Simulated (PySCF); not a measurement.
## Property card for `FC(F)[C@H]1C=CC[SiH2]1`

C₅H₈F₂Si.
SMILES with atom numbers: `[F:1][CH:2]([F:3])[C@H:4]1[CH:5]=[CH:6][CH2:7][SiH2:8]1` (hydrogens: H9 on C2; H10 on C4; H11 on C5; H12 on C6; H13, H14 on C7; H15, H16 on Si8)

Among its groups: C=C double bond, C–F bond, Si–H bond and C–Si bond.

PBE0-D3(BJ)/def2-SVP geometry optimisation, gas phase (PySCF):

```yaml
Point_group: C1
Rotational_constants_A_B_C: 3.077, 1.212, 0.912 GHz
```

From CAM-B3LYP/def2-SVPD ground state, ΔSCF and vertical TDDFT (core frozen in the response) (PySCF):

```yaml
Dipole_moment: 2.83 D
HOMO_energy: -8.86 eV
LUMO_energy: 1.00 eV
HOMO–LUMO_gap: 9.86 eV
Lowest_singlet_excitation: 6.92 eV (179 nm, f = 0.048)
Strongest_line_among_the_10_lowest_singlet_transitions: S2 at 7.01 eV (177 nm, f = 0.180)
Lowest_triplet_excitation_Tamm–Dancoff: 4.27 eV
Static_isotropic_polarisability: 83.6 au
Vertical_ionisation_energy: 9.62 eV
Electronic_spatial_extent_⟨r²⟩_about_the_centre_of_nuclear_charge: 1222 bohr²
```

**PBE0/pcSseg-1 ground state and GIAO shieldings, non-relativistic (PySCF)**

```yaml
Lowest_Hirshfeld_atomic_charge: -0.16 e on C7
Highest_Hirshfeld_atomic_charge: +0.35 e on Si8
13C_chemical_shifts_computed_TMS_as_zero_by_class: 144.5 (C6), 138.5 (C5), 122.1 (C2), 38.7 (C4), 15.2 (C7) ppm
1H_chemical_shifts_computed_TMS_as_zero_by_class: 6.23 (H12), 6.02 (H11), 5.48 (H9), 4.41 (H16), 4.20 (H15), 2.68 (H10), 1.71 (H14), 1.70 (H13) ppm
Isotropic_shieldings_of_nuclei_other_than_C_and_H_by_class: 298 (F1), 301 (F3), 378 (Si8) ppm
Mayer_bond_orders_between_heavy_atoms: F1–C2 0.95, C2–F3 0.94, C2–C4 1.00, C4–C5 0.99, C5–C6 1.90, C6–C7 1.03, C7–Si8 0.90, Si8–C4 0.84
```

Monoisotopic mass from the formula: 134.0363 u.

The rotational constants make it an asymmetric top with κ = (2B − A − C)/(A − C) = -0.72, nearer the prolate limit (−1). The principal polarisabilities are 68.1, 86.3 and 96.5 au; their mean is the isotropic value. The 10 singlets span 6.92 to 8.38 eV, and their oscillator strengths add up to 0.29. No computed singlet falls in the visible range (750 to 380 nm, 1.65 to 3.26 eV); S1 lies 3.66 eV above its blue end. In atomic units the dipole is 1.11 e·bohr (1 au = 2.5417 D). The largest Löwdin shares of the HOMO are 0.33 on C5, 0.32 on C6, 0.08 on C7 and 0.08 on C4.

For the TDDFT job (CAM-B3LYP/def2-SVPD), hardware: Arm Neoverse V2, one thread (shared host). Cost: 1.7 min of wall time, 1.3 GiB resident at most.

One conformer stands for the species.
